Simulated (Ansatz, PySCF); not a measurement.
Sn(H)2(Me)(OMe) (C₂H₈OSn), SMILES C[O][SnH2][CH3].

Geometry: B3LYP-D3(BJ)/def2-SVP. The structure was generated by enumeration; whether it is a known compound was not checked. The def2 effective core potentials stand for the cores of Sn; spin–orbit coupling is left out. Other conformers were not sampled.

Vertical ionisation energy (IE) and electron affinity (EA) in eV. Rows of orbital energies are one-electron estimates. Where ΔSCF, EOM or ADC give a negative EA the extra electron is unbound and the value depends on the basis.

```tsv
level	IE	EA
−ε(HOMO), −ε(LUMO), HF/def2-TZVP (PySCF)	10.89	-2.39
−ε(HOMO), −ε(LUMO), PBE/def2-TZVP (PySCF)	5.72	0.94
ΔSCF, CAM-B3LYP/def2-SVPD (Ansatz), final states of multiplicity 2 and 2	9.48	-1.30
ΔSCF, PBE/def2-SVPD (Ansatz), final states of multiplicity 2 and 2	9.00	-1.05
```

What vertical singlet–triplet gap does ΔSCF give with CAM-B3LYP/def2-SVPD (Ansatz, a first-principles code) and with PBE/def2-SVPD (Ansatz)? (The exact figures need the calculation; the answer reports its results.)

5.62 and 5.06 eV (triplet above singlet where positive).
